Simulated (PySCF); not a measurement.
Converging SiSb⁺ in the basis (MP2)

PySCF, UHF reference; triplet, unpaired electrons π ↑↑; De to Si⁺ + Sb without counterpoise correction. Frozen cores follow the default of each basis and core potential.

```tsv
basis	relativity	functions	Re (Å)	ωe (cm⁻¹)	De (eV)	frozen orbitals
def2-SVP	scalar-relativistic core potentials	44	2.524	375	2.11	9
cc-pV(D+d)Z/cc-pVDZ-PP	scalar-relativistic core potentials	46	2.527	374	2.17	9
def2-TZVPPD	scalar-relativistic core potentials	104	2.497	380	2.51	9
```

Task: How does each smaller set differ from the one with most functions, def2-TZVPPD?

Result: def2-SVP: +2.7 pm, -1.3 % in ωe, -0.40 eV in De; cc-pV(D+d)Z/cc-pVDZ-PP: +3.0 pm, -1.6 % in ωe, -0.34 eV in De. All at MP2; the set with most functions is neither the basis-set limit nor always the best.

Correlated steps freeze 9 core orbitals. Correlated levels converge slowly with the basis: in double zeta they bind strong bonds too weakly, by up to about 1 eV, and carry superposition errors of some tenths. These are scalar-relativistic numbers at best; spin–orbit coupling would shift them, the dissociation energy most. For an ion De counts to the pair picked by the measured ionisation energies or electron affinities, which need not be the lowest pair at this level. The state is the lowest determinant that a PBE0 search found; another state may lie lower at other levels.
